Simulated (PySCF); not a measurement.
Al(OH)(NH2)2, SMILES [NH2][Al]([NH2])[OH] (H₅AlN₂O), PBE0/def2-SVP optimised geometry.

```
9

Al    -0.24     0.10     0.00
O     -1.07     1.54     0.00
H     -1.54     2.36     0.00
N     -1.12    -1.44     0.00
H     -2.13    -1.51     0.00
H     -0.70    -2.36     0.00
N      1.54     0.10     0.00
H      2.13    -0.72     0.00
H      2.10     0.94     0.00
```

Density from PBE0/def2-TZVP in PySCF at that geometry.

Minimum of the electron density along straight lines between bonded atoms, close to the bond critical point (lines longer than 1.1 times the sum of covalent radii, or with two minima, are not listed):

```tsv
bond	length / Å	ρ at the minimum / e bohr⁻³	∇²ρ there / e bohr⁻⁵	position (fraction from the first atom)
Al1–O2	1.668	0.107	?	0.43
O2–H3	0.945	?	?	0.82
Al1–N4	1.772	0.103	0.59	0.42
N4–H5	1.012	0.332	-1.60	0.74
N4–H6	1.012	0.332	-1.59	0.73
Al1–N7	1.772	0.103	0.60	0.42
N7–H8	1.012	0.332	-1.59	0.73
N7–H9	1.012	0.332	-1.60	0.74
```

Question: Some entries are withheld; supply them.

Answer: 
- Al1–O2, ∇²ρ there / e bohr⁻⁵: 0.89
- O2–H3, ρ at the minimum / e bohr⁻³: 0.365
- O2–H3, ∇²ρ there / e bohr⁻⁵: -2.60
